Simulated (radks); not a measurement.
Problem. Radial electron density D(r) = 4 pi r^2 rho(r) of an atom or ion with 6 electrons. Calculated with a radial shooting solver on a logarithmic mesh with Libxc functionals: non-relativistic Kohn-Sham, LDA (Slater exchange, Perdew-Wang correlation), spin-unpolarised, spherical densities, point nucleus.

r (bohr)  D(r) (e/bohr)
0.00156           4.401
0.001717          5.227
0.00189           6.197
0.002081          7.330
0.00229           8.650
0.002521          10.18
0.002775          11.95
0.003055          13.97
0.003362          16.28
0.003672          18.67
0.004042          21.59
0.004449          24.85
0.004897          28.45
0.00539           32.39
0.005934          36.64
0.006531          41.16
0.00719           45.89
0.007914          50.73
0.008711          55.57
0.009589          60.25
0.01056           64.60
0.01162           68.42
0.01279           71.50
0.01408           73.63
0.0155            74.64
0.01706           74.37
0.01878           72.76
0.02067           69.83
0.02275           65.74
0.02504           60.74
0.02757           55.24
0.03035           49.71
0.0334            44.67
0.03677           40.63
0.04047           37.97
0.04455           36.90
0.04904           37.38
0.05398           39.09
0.05942           41.46
0.06541           43.75
0.072             45.21
0.07862           45.23
0.08654           43.43
0.09526           39.68
0.1049            34.28
0.1154            27.84
0.1271            21.13
0.1399            14.90
0.154             9.697
0.1695            5.780
0.1865            3.131
0.2053            1.527
0.226            0.6640
0.2488           0.2546
0.2739          0.08506
0.3015          0.02443
0.3318         0.005940

What is the nuclear charge?

Solution. Z = 63. The innermost maximum, from 1s, lies near 1/Z = 0.0159 bohr (found: 0.0160), and its height grows with Z. The density is that of the europium ion Eu57+ in [He] 2s2 2p2; the configuration itself is not fixed sharply by these data, and Z only to a few units. D(r) has 2 maxima, at r = 0.0160, 0.0755 bohr, and minima at 0.0453 bohr, inside which lie 2.25 electrons.
